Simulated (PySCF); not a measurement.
# Effect of structural changes

Computed with PySCF, GIAO B3LYP/pcSseg-1 magnetisability, rotational g tensor and spin-rotation constants, non-relativistic, gas phase. Geometry: GFN2-xTB.

Each molecule in one low-energy conformer. The parent is FC(F)(F)O[c+]1cc1Br.

The calculation is non-relativistic, which matters for the atoms heavier than Zn. For an ion the centre-of-mass motion in the field is neglected.

Question: How does the isotropic susceptibility change along this series?
- FC(F)(F)O[c+]1cc1Br (base)
- Fc1c[c+]1OC(F)(F)F (Br replaced by F)
- FC(F)(F)S[c+]1cc1Br (O replaced by S)
- Cc1c(Br)[c+]1OC(F)(F)F (H on C replaced by CH3)
- FCC(F)(F)O[c+]1cc1Br (CH2 inserted into a F-C bond)
- FC(F)(F)[Se][c+]1cc1Br (O replaced by Se)
- FC(F)O[c+]1cc1Br (terminal F group replaced by H)
- FC(F)(F)O[c+]1cc1Cl (Br replaced by Cl)

Answer: 
| molecule | χ, cgs (10⁻⁶ cm³/mol) | magnetisability anisotropy (10⁻³⁰ J/T²) |
| --- | --- | --- |
| FC(F)(F)O[c+]1cc1Br | -74.5 | 345 |
| Fc1c[c+]1OC(F)(F)F | -54.1 | 237 |
| FC(F)(F)S[c+]1cc1Br | -83.1 | 389 |
| Cc1c(Br)[c+]1OC(F)(F)F | -87.5 | 320 |
| FCC(F)(F)O[c+]1cc1Br | -84.1 | 314 |
| FC(F)(F)[Se][c+]1cc1Br | -90.5 | 400 |
| FC(F)O[c+]1cc1Br | -69.1 | 366 |
| FC(F)(F)O[c+]1cc1Cl | -65.4 | 322 |

The isotropic susceptibility is lowest for FC(F)(F)[Se][c+]1cc1Br and highest for Fc1c[c+]1OC(F)(F)F.
